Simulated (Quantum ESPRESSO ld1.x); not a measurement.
The numbers below are computed, except where a source is named.
Q: Mn II, 24 electrons, occupied as [Ar] 3d4 4s1 4p1 (not the ground configuration). Code: ld1.x of Quantum ESPRESSO 7.5. Model: scalar-relativistic Kohn-Sham, LDA (Slater exchange, Perdew-Zunger correlation), spin-polarised, spherical densities, point nucleus; open shells are filled with parallel spins first. Some entries of the table are withheld. Estimate them.

| orbital | occ. | eigenvalue (eV) | <r> (bohr) |
|---|---|---|---|
| 1s up | 1 | -6430.06 | 0.06101 |
| 1s down | 1 | -6429.95 | 0.06101 |
| 2s up | 1 | -759.272 | 0.2804 |
| 2s down | 1 | -757.206 | 0.2799 |
| 2p up | 3 | -646.552 | 0.2477 |
| 2p down | 3 | -644.926 | 0.2472 |
| 3s up | 1 | -102.671 | 0.8458 |
| 3s down | 1 | -98.2366 | 0.8484 |
| 3p up | 3 | -71.5209 | (1) |
| 3p down | 3 | -67.1585 | (2) |
| 3d up | 4 | -23.0841 | 1.076 |
| 3d down | 0 | -18.8115 | 1.097 |
| 4s up | 1 | -15.3541 | 2.574 |
| 4s down | 0 | -12.1972 | 2.702 |
| 4p up | 1 | -9.7992 | 3.102 |
| 4p down | 0 | -7.1826 | 3.454 |

A: 
(1) 3p up <r> (bohr): 0.8916
(2) 3p down <r> (bohr): 0.8955
